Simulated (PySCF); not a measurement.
Orbital picture of GeO

RHF at R = 1.625 Å; Ge x2c-SVPall, O x2c-SVPall; spin-free X2C with a Gaussian nucleus (PySCF 2.14). State: ¹Σ⁺ (singlet), closed shell. Only the outer orbitals are listed, counted within each symmetry.

| orbital | occ. | ε (eV) | on Ge (%) | main shells (%) |
| --- | --- | --- | --- | --- |
| 8σ | 2 | -32.77 | 15 | 83 O s |
| 9σ | 2 | -16.71 | 53 | 51 Ge s, 38 O p, 8 O s |
| 4π | 2 | -12.06 | 20 | 80 O p, 17 Ge p |
| 4π | 2 | -12.06 | 20 | 80 O p, 17 Ge p |
| 10σ | 2 | -11.56 | 61 | 38 O p, 33 Ge s, 28 Ge p |
| 5π | 0 | 1.22 | 87 | 84 Ge p, 14 O p |
| 5π | 0 | 1.22 | 87 | 84 Ge p, 14 O p |
| 11σ | 0 | 4.89 | 108 | 87 Ge p, 17 Ge s |

**Question.** Which are the highest filled and the lowest empty level, where do they sit, and how wide is the gap?

**Answer.** Highest filled 10σ at -11.56 eV (in %: 38 O p, 33 Ge s, 28 Ge p); lowest empty 5π at 1.22 eV (in %: 84 Ge p, 14 O p); the gap at RHF is 12.78 eV. An empty level above zero is unbound, and its energy depends on the basis.

| Property | Result |
| --- | --- |
| bond order (Mayer) | 2.04 |
| ⟨S²⟩ | 0.000 |
| charge on Ge (Mulliken, basis-dependent) | 0.67 |
| charge on Ge (Löwdin, basis-dependent) | 0.45 |
| dipole moment (positive dipole means Ge(−)O(+)) | -3.98 D |
| polarisability along the bond | 28.5 bohr³ |
| polarisability across the bond | 21.6 bohr³ |

Shares are Mulliken populations and can fall outside 0 to 100 %.
